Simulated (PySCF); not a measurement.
**From computed data to an observable: dipole moment from atomic charges**

Si(AsH2)(F)2(H) (AsF₂H₃Si), SMILES F[SiH](F)[AsH2]. Atoms are numbered in the order given.

```xyz
7

Si    -1.0062     0.3816     0.0000
F     -1.6667    -0.3145    -1.3007
F     -1.6667    -0.3145     1.3007
As     1.2874    -0.1018     0.0000
H     -1.4123     1.8087     0.0000
H      1.5085     0.9350     1.0983
H      1.5085     0.9350    -1.0983
```
Charge 0, spin multiplicity 1.

Coordinates come from a PBE0-D3(BJ)/def2-SVP optimisation. This is a generated structure with no PubChem entry under its InChIKey; it may be hypothetical.

Charges (e) from PBE/def2-TZVP run with PySCF:

```
atom  Mulliken  ESP fit
----  --------  -------
Si1      0.589    0.554
F2      -0.270   -0.223
F3      -0.270   -0.223
As4     -0.158   -0.088
H5      -0.038   -0.088
H6       0.074    0.034
H7       0.074    0.034
```

The dipole moment of the full density is 1.84 D.

Q: What dipole moment does each set of point charges give, and which comes closer to that of the density?

A: 
μ = Σ q r, and 1 e Å = 4.8032 D.
Mulliken: Σ q r = (0.381, 0.480, 0.000) e Å, |μ| = 2.94 D.
ESP fit: Σ q r = (0.299, 0.265, 0.000) e Å, |μ| = 1.92 D.
ESP fit comes closer in size. Point charges leave out the atoms' own dipoles (lone pairs, polarised bonds); fits to the potential absorb them, partitions of the density don't.
